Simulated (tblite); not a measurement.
C₇H₈BFS.
Atom-mapped SMILES: `[CH:1]#[C:2][C:3]1=[CH:4][S:5][C@H:6]([F:7])[CH2:8][CH2:9][BH:10]1` (hydrogens: H11 on C1; H12 on C4; H13 on C6; H14, H15 on C8; H16, H17 on C9; H18 on B10)

Computed with GFN2-xTB (tblite), gas phase: L-BFGS steps from a force-field or distance-geometry start until the largest atomic force falls under 0.01 eV/Å.

Step 72: E = -766.6188 eV
```
atom  x, y, z in Å  |  force x, y, z in eV/Å
C1      3.8911   -0.0567   -0.0429    0.009  -0.011   0.011
C2      2.6965   -0.0104    0.0693    0.000   0.022  -0.009
C3      1.2792    0.1379    0.1294   -0.008  -0.010   0.027
C4      0.9118    1.3731    0.5631    0.032   0.058  -0.043
S5     -0.6104    2.1760    0.6052    0.009  -0.003  -0.017
C6     -1.6629    1.0564   -0.4038   -0.013  -0.001   0.018
F7     -2.7863    1.7668   -0.7180   -0.017  -0.002  -0.016
C8     -2.0085   -0.2286    0.3299    0.000  -0.010   0.022
C9     -1.0898   -1.3671   -0.1105   -0.006  -0.021  -0.012
B10     0.4666   -1.1198   -0.2413    0.005  -0.002  -0.018
H11     4.9343   -0.1150   -0.1377   -0.006  -0.053   0.019
H12     1.6789    2.0596    0.9059   -0.036  -0.010   0.001
H13    -1.1246    0.8633   -1.3415   -0.029   0.021   0.024
H14    -1.9338   -0.0680    1.4067    0.021   0.002   0.011
H15    -3.0520   -0.4708    0.1090   -0.001   0.000  -0.003
H16    -1.2435   -2.2080    0.5720    0.016  -0.009  -0.002
H17    -1.4379   -1.7383   -1.0805    0.010   0.005  -0.007
H18     1.0825   -2.0442   -0.6258    0.016   0.024  -0.006
```

Step 73: E = -766.6194 eV
```
atom  x, y, z in Å  |  force x, y, z in eV/Å
C1      3.8907   -0.0585   -0.0430   -0.012  -0.014   0.009
C2      2.6961   -0.0066    0.0690    0.031   0.009  -0.004
C3      1.2792    0.1411    0.1307   -0.010  -0.018   0.018
C4      0.9108    1.3762    0.5641    0.024   0.033  -0.054
S5     -0.6125    2.1763    0.6044    0.007   0.016  -0.010
C6     -1.6642    1.0565   -0.4043   -0.015  -0.013   0.015
F7     -2.7876    1.7670   -0.7194   -0.014  -0.012  -0.008
C8     -2.0079   -0.2289    0.3301    0.015  -0.010   0.027
C9     -1.0890   -1.3665   -0.1122    0.009  -0.026  -0.019
B10     0.4687   -1.1184   -0.2396   -0.030  -0.008  -0.015
H11     4.9333   -0.1237   -0.1399   -0.005  -0.045   0.021
H12     1.6774    2.0624    0.9071   -0.033   0.002   0.004
H13    -1.1267    0.8620   -1.3421   -0.025   0.027   0.023
H14    -1.9292   -0.0702    1.4067    0.015   0.012   0.015
H15    -3.0510   -0.4728    0.1127   -0.021   0.002  -0.010
H16    -1.2437   -2.2094    0.5687    0.016   0.003  -0.017
H17    -1.4360   -1.7346   -1.0844    0.018   0.005   0.010
H18     1.0827   -2.0459   -0.6201    0.028   0.038  -0.006
```

Step 74: E = -766.6202 eV
```
atom  x, y, z in Å  |  force x, y, z in eV/Å
C1      3.8902   -0.0618   -0.0417   -0.034  -0.018   0.009
C2      2.6953   -0.0016    0.0654    0.072  -0.015   0.011
C3      1.2788    0.1453    0.1292   -0.002  -0.016  -0.001
C4      0.9102    1.3802    0.5630    0.010   0.014  -0.047
S5     -0.6143    2.1774    0.6019    0.006   0.032  -0.002
C6     -1.6666    1.0565   -0.4048   -0.013  -0.019   0.012
F7     -2.7900    1.7675   -0.7194   -0.015  -0.025   0.004
C8     -2.0067   -0.2296    0.3308    0.022  -0.011   0.012
C9     -1.0874   -1.3660   -0.1135    0.011  -0.011  -0.005
B10     0.4698   -1.1151   -0.2404   -0.031  -0.031  -0.025
H11     4.9326   -0.1361   -0.1362   -0.015  -0.034   0.018
H12     1.6763    2.0638    0.9114   -0.035   0.018  -0.005
H13    -1.1321    0.8610   -1.3437   -0.012   0.028   0.020
H14    -1.9244   -0.0723    1.4068    0.012   0.023   0.032
H15    -3.0493   -0.4759    0.1164   -0.041   0.004  -0.013
H16    -1.2398   -2.2092    0.5680    0.013   0.008  -0.028
H17    -1.4340   -1.7333   -1.0859    0.015  -0.001   0.009
H18     1.0825   -2.0448   -0.6189    0.035   0.055  -0.003
```

Task: Estimate the geometry and energy of step 75. (The exact step hangs on the optimiser's Hessian estimate; all steps are aligned on step 74, rigid shifts and turns removed.)

Result: E = -766.6211 eV, largest force 0.090 eV/Å
```
atom  x, y, z in Å  |  force x, y, z in eV/Å
C1      3.8907   -0.0654   -0.0376   -0.040  -0.022   0.008
C2      2.6955    0.0033    0.0607    0.073  -0.041   0.033
C3      1.2787    0.1488    0.1251    0.012  -0.016  -0.028
C4      0.9096    1.3831    0.5600   -0.023  -0.027  -0.043
S5     -0.6151    2.1786    0.5983   -0.009   0.042   0.003
C6     -1.6696    1.0565   -0.4048   -0.008  -0.015   0.010
F7     -2.7933    1.7679   -0.7182   -0.018  -0.038   0.018
C8     -2.0054   -0.2299    0.3324    0.025  -0.006   0.005
C9     -1.0856   -1.3657   -0.1129    0.028   0.007  -0.008
B10     0.4709   -1.1121   -0.2468   -0.033  -0.026  -0.014
H11     4.9331   -0.1485   -0.1259   -0.016  -0.022   0.012
H12     1.6731    2.0638    0.9156   -0.003   0.049  -0.006
H13    -1.1386    0.8612   -1.3453    0.003   0.021   0.012
H14    -1.9203   -0.0720    1.4081    0.004   0.024   0.030
H15    -3.0471   -0.4792    0.1189   -0.054   0.008  -0.004
H16    -1.2329   -2.2072    0.5714    0.010   0.003  -0.027
H17    -1.4349   -1.7353   -1.0831    0.010  -0.007   0.003
H18     1.0824   -2.0419   -0.6276    0.039   0.065  -0.004
```

The energy changes by -0.0009 eV. The first-order estimate −F·Δx gives -0.0012 eV and the mean of the old and new forces, exact on a quadratic surface, -0.0009 eV. The step makes an angle of 75° with the force vector and moves no atom by more than 0.016 Å.

The cost below is that of the whole relaxation. The run took 2.1 s of wall time on Arm Neoverse N1, one thread, shared host.
